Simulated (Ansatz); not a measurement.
A run for Ansatz (an electronic-structure program): R-CCSD(T)/def2-QZVPP on H2O (SMILES O). The basis file is the Basis Set Exchange's JSON of that set.

Ansatz 0.2 input:
```yaml
crystal:
  periodic: [false, false, false]
  atoms:
    - {symbol: O, position_ang: [-0.00000000, 0.00000000, 0.38961139]}
    - {symbol: H, position_ang: [0.00000000, 0.76498632, -0.19485569]}
    - {symbol: H, position_ang: [0.00000000, -0.76498632, -0.19485569]}
basis:
  gaussian:
    orbitals: def2-QZVPP.json
magnetization: {spin_polarized: false}
correlation: {method: ccsd_t, electrons: outside_noble_gas}
scf: {lower_state_search: off}
```

Predict the final total energy.

-76.3613 hartree (reference determinant -76.0664, T1 diagnostic 0.008).
